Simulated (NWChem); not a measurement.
# WH3F3; SMILES [WH3]([F])([F])[F]

Computed with NWChem. The geometry was optimised at PBE-D3(BJ)/def2-SVP. def2 effective core potentials on W; no spin-orbit coupling. Field at 589 nm.

Problem. What does the run give for B3LYP/def2-SVPD? Quantities: isotropic polarisability (bohr³); anisotropy (bohr³).

Solution. 
```json
{
  "isotropic polarisability (bohr³)": "49.0",
  "anisotropy (bohr³)": "5.4"
}
```
